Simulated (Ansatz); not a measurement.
# Energy profile

The step: SiH₄O ([OH][SiH3]) + H₂O + NH₃ → SiH₄O₂ ([OH][SiH2][OH]) + NH₃ + H₂; bonds formed: Si1–O7, H2–H8, H6–N9; bonds broken: Si1–H2, H6–O7, H8–N9 (atoms numbered as in the saddle structure below).

```json
{"atom": "Si1", "x (Å)": "-1.1773", "y (Å)": "-0.1083", "z (Å)": "-0.7363"}
{"atom": "H2", "x (Å)": "-0.1884", "y (Å)": "-1.1001", "z (Å)": "0.1331"}
{"atom": "H3", "x (Å)": "-1.8629", "y (Å)": "0.9490", "z (Å)": "-1.5940"}
{"atom": "H4", "x (Å)": "-2.2884", "y (Å)": "-0.3612", "z (Å)": "0.2419"}
{"atom": "O5", "x (Å)": "-0.9620", "y (Å)": "-1.1213", "z (Å)": "-2.0528"}
{"atom": "H6", "x (Å)": "0.9311", "y (Å)": "0.8437", "z (Å)": "0.7165"}
{"atom": "O7", "x (Å)": "-0.0538", "y (Å)": "1.1656", "z (Å)": "-0.1787"}
{"atom": "H8", "x (Å)": "0.9540", "y (Å)": "-0.7240", "z (Å)": "1.0259"}
{"atom": "N9", "x (Å)": "1.5205", "y (Å)": "0.1066", "z (Å)": "1.3574"}
{"atom": "H10", "x (Å)": "-0.5095", "y (Å)": "-1.9301", "z (Å)": "-1.8019"}
{"atom": "H11", "x (Å)": "-0.2809", "y (Å)": "2.0135", "z (Å)": "-0.5671"}
{"atom": "H12", "x (Å)": "2.4961", "y (Å)": "0.0180", "z (Å)": "1.1004"}
{"atom": "H13", "x (Å)": "1.4214", "y (Å)": "0.2487", "z (Å)": "2.3554"}
```

Electronic energies by CCSD(T) at an estimated basis limit (MP2 extrapolated from triple and quadruple zeta, plus CCSD(T) − MP2 in triple zeta), on PBE0-D4/def2-TZVP structures; SiNH₉O₂, singlet; no counterpoise correction. Computed with Ansatz 0.2.0 (basis: def2-TZVPP and def2-QZVPP); correlated methods freeze the cores. Extrapolation: Hartree–Fock as exp(−7.88 √X), correlation as X^−2.97.

(1) Give the profile in eV, counted from the separated reactants. (To be estimated.)

T1 diagnostic: at most 0.012.

Answers

(1) The calculation gives:
```csv
point,eV
"separated: SiH₄O (linked as [OH][SiH3]; Si1, H2, H3, H4, O5, H10; singlet) + H₂O (H6, O7, H11; singlet) + NH₃ (H8, N9, H12, H13; singlet)",0.000
start structure,-0.437
saddle,0.609
end structure,-1.370
"separated: SiH₄O₂ (linked as [OH][SiH2][OH]; Si1, H3, H4, O5, O7, H10, H11; singlet) + H₂ (H2, H8; singlet) + NH₃ (H6, N9, H12, H13; singlet)",-0.962
```

For scale, one of the runs: CCSD(T)/def2-TZVPP, 261 basis functions, launched by `ansatz run in.yaml --threads 8 --pin off --events-out ev --progress --plain --max-ram 19148MiB`. The run took 86 s on 8 CPU threads of an AMD EPYC 7R43 (shared host), with 6.4 GiB of host memory at its peak.
